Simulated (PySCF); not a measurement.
# Reading the logs of faulty runs: B2GeH7N

These are calculations, not measurements. The program is PySCF 2.14.0, an open-source quantum chemistry code, run on an isolated molecule that a program drew, which may never have been made. The molecule is B2GeH7N (charge 0, singlet), drawn as the SMILES string `B[NH][GeH2][BH2]`.

Each row is a Hartree-Fock (HF) and frozen-core CCSD(T) single point in the cc-pVDZ basis, meant for a local HF minimum. Run 1 is clean. Each other run has one planted mistake out of seven kinds, and not every kind appears here: one electron removed, one electron added, multiplicity raised by two, geometry at a saddle point, minimal basis STO-3G, one bond length entered in bohr, all coordinates scaled. The reference is restricted for singlets and unrestricted otherwise, and also for a bond in bohr. Adding or removing an electron swaps singlet and doublet. Electrons count all cores. HOMO and LUMO are orbital energies over both spins, the gradient is its largest component, and the lowest frequency (negative if imaginary) is given only where the gradient is small. Bond lengths are over the 10 bonds as drawn. T1 is the CCSD diagnostic: over 0.02 (restricted) or 0.045 (unrestricted) a single reference is doubtful. Germanium has the cc-pVDZ-PP basis, with a core potential (ECP10MDF) in place of its 10 inner electrons, and its 3s, 3p and 3d shells are frozen in CCSD(T).

Geometry of the clean run:
```xyz
11
B2GeH7N, angstrom
B    -0.4032    1.1846    1.6701
N    -0.9862    1.4545    0.4340
Ge   -0.8597    0.3526   -1.0705
B     0.3025   -1.2651   -0.4379
H     0.2397    0.1679    1.8105
H    -0.5262    1.9407    2.5976
H    -1.5131    2.3033    0.3453
H    -2.2856   -0.0194   -1.5072
H    -0.2389    1.1759   -2.2104
H     1.4942   -1.2388   -0.5485
H    -0.2121   -2.2348    0.0396
```

| run | electrons | basis functions | <S^2> | HOMO (eV) | LUMO (eV) | gradient (hartree/bohr) | lowest frequency (cm^-1) | mean bond (Å) | longest bond (Å) | T1 | HF (hartree) | CCSD(T) (hartree) | mistake |
|---|---|---|---|---|---|---|---|---|---|---|---|---|---|
| 1 | 56 | 100 | 0.000 | -11.15 | 1.39 | 1.8e-05 | 57 | 1.4237 | 2.090 | 0.0135 | -401.27813 | -401.78627 | no fault |
| 2 | 56 | 100 | 0.768 | -10.74 | 0.96 | 2.2e-02 | - | 1.5130 | 2.090 | 0.0544 | -401.13994 | -401.64626 | one bond length entered in bohr |
| 3 | 57 | 100 | 0.762 | -0.74 | 8.03 | 4.9e-02 | - | 1.4237 | 2.090 | 0.0158 | -401.26326 | -401.79467 | one electron added |
| 4 | 56 | 100 | 0.000 | -11.21 | 1.44 | 1.1e-02 | - | 1.4052 | 2.063 | 0.0131 | -401.27644 | -401.78248 | ? |

**Which mistake was planted in run 4, and what did it cost?**

The mean and the longest bond both change by the same factor, 0.987, and the gradient is no longer small. So the mistake is: all coordinates scaled. Subtracting run 1 and multiplying by 627.51 kcal/mol a hartree, the energy moved by 1.1 kcal/mol in HF and 2.4 kcal/mol in CCSD(T).

Cautions from the logs. Run 2: T1 is over the limit, so its CCSD(T) energy is less reliable.
